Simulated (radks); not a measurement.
Task: These are the eigenvalues of the occupied orbitals of an atom or ion with whole-number occupations (hartree). Calculated with a radial shooting solver on a logarithmic mesh with Libxc functionals: Dirac Kohn-Sham, PBE, spin-unpolarised, spherical densities, point nucleus.

| orbital | eigenvalue |
|---|---|
| 1s1/2 | -3234.328 |
| 2s1/2 | -578.8419 |
| 2p1/2 | -555.8383 |
| 2p3/2 | -475.3580 |
| 3s1/2 | -139.7356 |
| 3p1/2 | -129.3730 |
| 3p3/2 | -111.4160 |
| 3d3/2 | -94.41980 |
| 3d5/2 | -90.59964 |
| 4s1/2 | -32.45244 |
| 4p1/2 | -27.97000 |
| 4p3/2 | -23.57443 |
| 4d3/2 | -16.28376 |
| 4d5/2 | -15.46356 |
| 5s1/2 | -6.33576 |
| 4f5/2 | -6.02706 |
| 4f7/2 | -5.84215 |
| 5p1/2 | -4.80782 |
| 5p3/2 | -3.98608 |
| 5d3/2 | -1.87455 |
| 5d5/2 | -1.77663 |
| 6s1/2 | -1.37695 |

Which element is it, and in what charge state? The configuration may be excited. Open shells, if any, fill j = l - 1/2 first.

Result: Z = 82, lead, charge +3: Pb3+ in [Xe] 4f14 5d10 6s1. The list shows which subshells hold electrons but not how many an open one holds; the 1s level, -3234.3 hartree, gives Z - s = 80.4 by -(Z - s)^2/2, which with screening and relativity narrows Z to a few neighbours, and the depths of the outer levels then fix element, charge and occupations together.
